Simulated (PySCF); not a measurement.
CaAl⁺ at PBE

Level: PBE. Ca 6-31G(d,p), Al 6-31G(d,p); no relativity (PySCF 2.14).

For CaAl⁺, the state is ¹Σ⁺ (singlet), closed shell, the bond length is 0.3481 nm and the harmonic wavenumber is 159 cm⁻¹. The force constant is 0.239 mdyn/Å, the rotational constant Be is 0.08635 cm⁻¹ and the anharmonicity ωexe is 0.779 cm⁻¹. The vibration–rotation constant αe is 0.000573 cm⁻¹, the well depth De to Ca + Al⁺ is 38.9 kcal/mol and the dissociation energy D0 is 38.6 kcal/mol. The HOMO–LUMO gap is 1.02 eV. The bond order (Mayer) is 0.87. The dipole moment (positive dipole points towards Al; it is taken about the centre of mass and depends on that origin) is -2.07 D.

Closed-shell solutions of metal pairs were not tested for spin polarisation, which can lower them a little. For an ion De counts to the pair picked by the measured ionisation energies or electron affinities, which need not be the lowest pair at this level.
